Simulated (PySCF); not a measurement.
PySCF input for Cl₆GeSi, SMILES Cl[Si](Cl)(Cl)[Ge]([Cl])([Cl])[Cl], IEF-PCM-PBE0/def2-SVP. Coordinates come from a r2SCAN-D4/def2-SVP optimisation. This is a generated structure with no PubChem entry under its InChIKey; it may be hypothetical. One conformer was computed; it need not be the lowest.

```python
import numpy as np
from pyscf import gto, scf, dft
from pyscf.solvent import pcm

mol = gto.M(
    atom='''
    Si    0.00000001   -0.00000000   -1.36626854
    Cl   -1.67974973   -0.96980396   -2.02237687
    Cl    0.00000000    1.93960792   -2.02237688
    Cl    1.67974973   -0.96980396   -2.02237687
    Ge   -0.00000000    0.00000000    1.01082893
    Cl    1.74360796    1.00667253    1.76318538
    Cl    0.00000000   -2.01334505    1.76318538
    Cl   -1.74360796    1.00667253    1.76318538
    ''',
    basis='def2-SVP',
    charge=0,
    spin=0,
    max_memory=1600,
    verbose=3,
)
mf = dft.RKS(mol, xc='pbe0').density_fit(auxbasis='def2-universal-jkfit')
mf.grids.level = 3
mf.conv_tol = 1e-9
mf.max_cycle = 100
mf.kernel()
res = {}
for name, eps in {'water': 78.355, 'toluene': 2.3741, 'ethanol': 24.852}.items():
    s = mf.PCM()
    s.with_solvent.method, s.with_solvent.eps, s.with_solvent.lebedev_order = 'IEF-PCM', eps, 17
    s.kernel(mf.make_rdm1())
    res[name] = (s.e_tot, eps, s.dip_moment(), s.mo_energy, s.converged)
    print(f'{name}: electrostatic solvation free energy {(s.e_tot - mf.e_tot) * 627.509474:.3f} kcal/mol')
```

It prints:

```
converged SCF energy = -5125.49621506651

WARN: PCM is an experimental feature. It is still in testing.
Features and APIs may be changed in the future.

converged SCF energy = -5125.49853117667
Dipole moment(X, Y, Z, Debye):  0.00000, -0.00032, -1.57223
water: electrostatic solvation free energy -1.453 kcal/mol

WARN: PCM is an experimental feature. It is still in testing.
Features and APIs may be changed in the future.

converged SCF energy = -5125.49725147259
Dipole moment(X, Y, Z, Debye):  0.00000,  0.00055, -1.40154
toluene: electrostatic solvation free energy -0.650 kcal/mol

WARN: PCM is an experimental feature. It is still in testing.
Features and APIs may be changed in the future.

converged SCF energy = -5125.49842028218
Dipole moment(X, Y, Z, Debye):  0.00000, -0.00011, -1.55770
ethanol: electrostatic solvation free energy -1.384 kcal/mol
```

Self-consistency was reached.

Cost: around 90 core-seconds (rough).
